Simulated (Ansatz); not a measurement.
Two isomers of C2H5ClSSi: A = `C=C(Cl)S[SiH3]`, B = `C=C(S)[SiH2]Cl`.

Program: Ansatz. Geometries: PBE0-D4/def2-TZVP. ΔE: electronic, gas phase. CBS: MP2 limit from def2 TZ/QZ plus the TZ coupled-cluster correction, frozen cores. DFT in def2-TZVPP. B3LYP here is the variant with VWN-RPA as its local correlation; programs differ in this. One conformer a species, not always the lowest.

Problem. Which is lower in electronic energy at CCSD(T)/CBS, and by how much? (Estimate.)

Solution. The calculation gave: B, by 25.4 kcal/mol.

Problem. Give E(B) − E(A) in kcal/mol with CCSD/def2-TZVPP, r2SCAN-D4, B3LYP, PBE0-D4, CCSD(T)/def2-TZVPP, B3LYP-D4, MP2/def2-TZVPP. (An estimate is asked.)

Solution. Computed: CCSD/def2-TZVPP -26.2, r2SCAN-D4 -24.5, B3LYP -25.0, PBE0-D4 -24.1, CCSD(T)/def2-TZVPP -25.4, B3LYP-D4 -24.7, MP2/def2-TZVPP -25.4. None reverses the order clearly.

Largest T1 diagnostic: 0.012.

In def2-TZVPP, CCSD(T) changes the Hartree–Fock value by +2.9 kcal/mol (the triples alone add +0.8 kcal/mol) and MP2 by +2.9 kcal/mol. From PBE to PBE0 (25 % exact exchange), in def2-TZVPP and without D4, E(B) − E(A) moves by −1.5 kcal/mol.
